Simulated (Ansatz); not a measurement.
Bond stretch in LiNa, singlet.

Level of theory: full CI/aug-cc-pVTZ, frozen core in Ansatz (an electronic-structure program).

Problem. Relative to R = 2.93 Å, what are the energies at R = 2.61, 3.28, 5.33, 5.88 Å?

Solution. 8.5 kJ/mol at 2.61 Å, 5.1 kJ/mol at 3.28 Å, 70.4 kJ/mol at 5.33 Å, 76.5 kJ/mol at 5.88 Å.
